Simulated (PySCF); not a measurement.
SMILES [CH2]O[Si](OC)(OC)OC (C₄H₁₁O₄Si), doublet (GFN2-xTB optimised geometry):

```
20

C     -0.625    -1.140     2.584
O     -1.018    -1.151     1.297
Si    -0.579    -0.259     0.000
O     -1.325    -0.949    -1.266
C     -1.368    -2.310    -1.615
O      1.041    -0.259     0.000
C      1.912     0.535    -0.767
O     -1.036     1.296     0.000
C     -2.333     1.826    -0.119
H     -0.999    -1.948     3.183
H      0.219    -0.548     2.878
H     -0.373    -2.670    -1.883
H     -2.035    -2.406    -2.472
H     -1.747    -2.906    -0.784
H      2.921     0.374    -0.385
H      1.646     1.588    -0.679
H      1.867     0.245    -1.819
H     -2.235     2.906    -0.228
H     -2.921     1.600     0.774
H     -2.838     1.410    -0.991
```

Level of theory: unrestricted B3LYP/def2-SVP run with PySCF 2.14.0.

### Question
What are the frontier orbital energies (α orbitals alone; a β orbital can be the lowest empty one) and the dipole moment?

### Answer
HOMO-2 -7.88 eV, HOMO-1 -7.73 eV, HOMO -4.71 eV, LUMO 1.38 eV, LUMO+1 2.08 eV; dipole moment 0.93 D.

On the same geometry unrestricted PBE/def2-SVP in PySCF gives HOMO-2 -6.51 eV, HOMO-1 -6.37 eV, HOMO -3.53 eV, LUMO 0.72 eV, LUMO+1 1.52 eV; dipole moment 0.98 D.

Meta-Löwdin charges at B3LYP/def2-SVP: C1 -0.09, O2 -0.53, Si3 1.55, O4 -0.61, C5 -0.06, O6 -0.61, C7 -0.06, O8 -0.61, C9 -0.06, H10 0.10, H11 0.10, H12 0.09, H13 0.10, H14 0.09, H15 0.10, H16 0.10, H17 0.09, H18 0.10, H19 0.09, H20 0.09.
